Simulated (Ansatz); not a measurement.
Gas-phase electronic energies from Ansatz, PBE0-D4/def2-TZVP geometries. CCSD(T)/CBS adds triple-zeta CCSD(T) − MP2 to the extrapolated MP2 energy (def2 sets, frozen cores). This one scheme is used for every species, atoms too. DFT in def2-TZVPP. B3LYP here is the variant with VWN-RPA as its local correlation; programs differ in this. No spin–orbit coupling; open shells (•) take unrestricted orbitals. Spin–orbit coupling would lower the free atoms: a little for Al, C, F, S. Each species was taken in one conformer, which may not be the lowest.

`N=[CH][Al]([F])[SH]` → Al• + C• + F• + 3 H• + N• + S•  (atomization)

```csv
level,ΔE (kJ/mol),difference from CCSD(T)/CBS
LDA (SPW92),3417.5,448.1
PBE-D4,3041.2,71.8
revPBE-D4,2953.6,-15.8
r2SCAN0-D4,2891.9,-77.5
BHLYP-D4,2835.6,-133.8
PBE,3024.0,54.6
r2SCAN,2963.7,-5.7
B3LYP,2927.8,-41.6
BHLYP,2812.7,-156.7
CCSD/def2-SVP,2717.7,-251.7
CCSD(T)/CBS,2969.4,0
```

Largest T1 diagnostic among the species: 0.018.

From PBE to PBE0 (25 % exact exchange), in def2-TZVPP and without D4, ΔE moves by −84.8 kJ/mol: exact exchange takes away binding that semilocal exchange gives to molecules. In def2-TZVPP, CCSD(T) changes the Hartree–Fock value by +825.1 kJ/mol (the triples alone add +61.1 kJ/mol) and MP2 by +907.7 kJ/mol; breaking electron pairs costs correlation energy, which Hartree–Fock lacks. Leaving LDA and LC-ωPBE aside and taking each functional with its dispersion term where it has one, the values spread over 205.6 kJ/mol, from BHLYP-D4 to PBE-D4. LDA lies +393.5 kJ/mol from PBE without D4, its usual overbinding.

For atomizations the MP2-based limit and the directly extrapolated one differ by several kJ/mol either way, and by 10 to 25 for some Ge, Se and Sn compounds, so smaller differences from it don't rank the levels.
